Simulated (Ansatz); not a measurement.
Reactions of ClFH4O2Si2 (`O[SiH](F)[SiH](O)Cl`).

Calculated with Ansatz (gas phase, PBE0-D4/def2-TZVP geometries, no zero-point term in ΔE). CBS: MP2 limit from def2 TZ/QZ plus the TZ coupled-cluster correction, frozen cores. This one scheme is used for every species. No spin–orbit coupling; open shells (•) take unrestricted orbitals. Each species was taken in one conformer, which may not be the lowest.

(1) Order these by ΔE at CCSD(T)/CBS, lowest first. (Estimate.)
A. `O[Si@H](Cl)[Si@@H](O)F` + H₂ → `O[SiH2][SiH](O)Cl` + H–F
B. `O[Si@H](Cl)[Si@@H](O)F` → `O[SiH](O)F` + `[SiH]Cl`
C. `O[Si@H](Cl)[Si@@H](O)F` + H₂ → `O[SiH2][SiH](O)F` + HCl
D. `O[Si@H](Cl)[Si@@H](O)F` + HCl → `O[SiH](F)[SiH](Cl)Cl` + H₂O
E. `O[Si@H](Cl)[Si@@H](O)F` + H–F → `O[Si@H](F)[Si@H](O)F` + HCl
F. `O[Si@H](Cl)[Si@@H](O)F` → `O[SiH2]F` + `O[Si]Cl`
G. `O[Si@H](Cl)[Si@@H](O)F` → `O[SiH]Cl`• + `O[SiH]F`•
H. `O[Si@H](Cl)[Si@@H](O)F` + `N[SiH](O)F` → `O[Si@H](F)N[Si@H](O)Cl` + `O[SiH2]F`

Largest T1 diagnostic: 0.014, for `O[SiH]F`•.

Answers

(1) H (-25.1 kcal/mol), E (-7.6 kcal/mol), D (-0.6 kcal/mol), C (+21.6 kcal/mol), F (+27.4 kcal/mol), A (+31.0 kcal/mol), B (+37.4 kcal/mol), G (+81.2 kcal/mol).
